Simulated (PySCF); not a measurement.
Correlation energy of Ga (gallium, neutral)

[Ar] 3d10 4s2 5s1, 2S determinant (an excited configuration). All numbers are calculated (PySCF 2.14, a scalar-relativistic core potential, in aug-cc-pwCVTZ-PP with ECP10MDF (8s7p6d4f1g, 96 functions)). Frozen: 3s2 3p6 3d10; 3 electrons correlated.

```csv
level,correlation energy (mhartree)
CCSD,-43.36
(T),-0.65
CCSD(T),-44.01
```

Diagnostics: T1 = 0.017, D1 = 0.0423, largest double amplitude 0.082.

The outer electron is Rydberg-like, and this basis confines it to a smaller radius and binds it less than a complete one would.

Cost of the coupled-cluster step: roughly 16 core-seconds, for 3 correlated electrons.
